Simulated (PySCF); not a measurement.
This PySCF input asks for the NMR shieldings of `CC[C@H]([SiH3])COC=O`, C$_{5}$H$_{12}$O$_{2}$Si; the geometry comes from GFN2-xTB.

```python
import basis_set_exchange as bse
import numpy as np
from pyscf import gto, dft
from pyscf.prop import nmr

atoms = """
C    -2.324857   -0.407307   -0.164192
C    -1.067557    0.273692   -0.694911
C    -0.120670    0.753667    0.408974
Si    1.224232    1.914688   -0.305420
C     0.570838   -0.402644    1.120532
O     1.711348   -0.817336    0.354553
C     1.664942   -1.982590   -0.256485
O     0.783608   -2.789950   -0.220676
H    -2.850037    0.246903    0.529618
H    -2.083601   -1.334364    0.349769
H    -2.996284   -0.647447   -0.985483
H    -1.364033    1.135643   -1.298408
H    -0.534871   -0.415756   -1.353806
H    -0.714931    1.286698    1.157194
H     1.788110    1.344217   -1.526851
H     2.261777    2.127478    0.701259
H     0.566927    3.184687   -0.627319
H    -0.087240   -1.263618    1.266563
H     0.963948   -0.078986    2.087688
H     2.603205   -2.116998   -0.823808
"""
names = dict.fromkeys(["C", "Si", "O", "H"], "pcSseg-1")
basis = {el: gto.basis.parse(bse.get_basis(n, elements=[el], fmt="nwchem")) for el, n in names.items()}
mol = gto.M(atom=atoms, basis=basis, charge=0, verbose=0)
mf = dft.RKS(mol, xc="PBE0")
mf.grids.level = 2
mf.grids.alignment = dft.numint.BLKSIZE   # the property module wants whole blocks of grid points
mf.conv_tol = 1e-9
mf.kernel()

calc = nmr.RKS(mf)   # GIAO
C = mf.mo_coeff
Co = C[:, mf.mo_occ > 0]
resp = mf.gen_response(singlet=True, hermi=2)
def vind(x):   # induced exchange potential for any number of trial vectors
    d = np.einsum("pi,xij,qj->xpq", C, 2 * x.reshape(-1, C.shape[1], Co.shape[1]), Co, optimize=True)
    return np.einsum("xpq,pi,qj->xij", resp(d - d.transpose(0, 2, 1)), C, Co, optimize=True).ravel()
mo1, _ = nmr.rhf.solve_mo1(calc, with_cphf=vind)
sigma = calc.kernel(mo1)
for i, s in enumerate(sigma):   # ppm
    print("%2d %-2s %9.2f" % (i, mol.atom_pure_symbol(i), np.trace(s) / 3))
```

Q: Give the expected output.

A: 
```
 0 C     170.82
 1 C     162.35
 2 C     156.68
 3 Si    415.99
 4 C     124.45
 5 O     118.22
 6 C      21.34
 7 O     -92.32
 8 H      31.12
 9 H      30.04
10 H      30.44
11 H      30.29
12 H      30.45
13 H      30.82
14 H      28.00
15 H      27.73
16 H      27.96
17 H      25.77
18 H      28.02
19 H      23.55
```

These numbers come from an equivalent density-fitted implementation of the same equations, which agrees with the script to about 0.01 ppm for H and up to a few tenths of a ppm for heavy atoms, so last digits may differ.

Q: Turn these shieldings into chemical shifts. Chemical shifts δ = σref − σ; TMS for 13C (σ = 186.93 ppm) and 29Si (σ = 349.16 ppm) and 1H (σ = 31.72 ppm); H2O for 17O (σ = 336.08 ppm), all at this level.

A: Averaging equivalent atoms: C 6: 165.6; C 4: 62.5; C 2: 30.2; C 1: 24.6; C 0: 16.1; Si 3: -66.8; O 7: 428.4; O 5: 217.9; H 19: 8.17; H 17: 5.94; H 14/15/16: 3.82; H 18: 3.70; H 11: 1.43; H 12: 1.27; H 8/9/10: 1.18; H 13: 0.89 ppm. Unscaled 17O shifts of doubly bonded oxygen tend to come out too high, by tens of ppm or more. Experimental scales use liquid or dissolved standards, which lie at an offset from isolated H2O (liquid H2O: subtract about 36 ppm).

Size and cost of the density-fitted run: 203 basis functions, 51 s wall time on 1 thread of an Arm Neoverse V1, shared host; peak memory 0.93 GiB.
